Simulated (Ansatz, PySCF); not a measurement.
Reaction R1 + R2 → P1 + P2, each structure at its B3LYP-D3(BJ)/def2-TZVP stationary point, reached from a drawn start (curvature not checked).
R1: H2O (SMILES O), charge 0, multiplicity 1.
R2, H5NSi (SMILES N[SiH3]) (charge 0, multiplicity 1):
```xyz
7

N      1.007    -0.201     0.281
Si    -0.640     0.160    -0.077
H      1.746     0.366    -0.103
H      1.306    -1.159     0.380
H     -1.489    -0.628     0.846
H     -0.844     1.611     0.137
H     -1.086    -0.150    -1.464
```
P1, H4OSi (SMILES O[SiH3]) (charge 0, multiplicity 1, Z-matrix in Å and degrees):
```
Si
O 1 1.6528
H 2 0.9599 1 118.60
H 1 1.4757 2 105.81 3 -179.76
H 1 1.4842 4 109.91 2 120.67
H 1 1.4842 4 109.91 5 118.67
```
P2, NH3 (SMILES N) (charge 0, multiplicity 1):
```xyz
4

N      0.0000     0.0000     0.2791
H      0.0000     0.9428    -0.0931
H      0.8165    -0.4714    -0.0931
H     -0.8165    -0.4714    -0.0931
```

```tsv
level	reaction energy (kcal/mol)	minus CCSD(T)/CBS(cc-pV(T+d)Z, cc-pV(Q+d)Z)
HF/cc-pV(T+d)Z	-11.99	-1.84
revPBE-D3(BJ)/def2-TZVPP	-9.23	0.93
revPBE-D4/def2-TZVPP	-9.04	1.11
r2SCAN-D3(BJ)/def2-TZVPP	-10.47	-0.32
B97M-V/def2-TZVPP	-11.02	-0.86
B3LYP/def2-TZVPP	-10.86	-0.70
PBE0/def2-TZVPP	-9.63	0.52
BHLYP-D4/def2-TZVPP	-10.67	-0.52
CAM-B3LYP-D4/def2-TZVPP	-10.55	-0.40
wB97X-V/def2-TZVPP	-10.24	-0.09
B2PLYP/def2-TZVPP	-10.80	-0.65
B2PLYP-D4/def2-TZVPP	-10.59	-0.43
MP2/CBS(cc-pV(T+d)Z, cc-pV(Q+d)Z)	-10.01	0.14
CCSD(T)/CBS(cc-pV(T+d)Z, cc-pV(Q+d)Z)	-10.16	0.00
```

 The comparison column counts from a level with limits of its own.

P less R. No zero-point or thermal terms.

Correlated levels freeze the cores. CBS(a, b) extrapolates the correlation energy as X⁻³ and adds the Hartree–Fock energy of set b.

The values were computed with Ansatz (a quantum-chemistry and plane-wave program); PySCF for the D3/D4 terms. All values are computed, each at the level named.
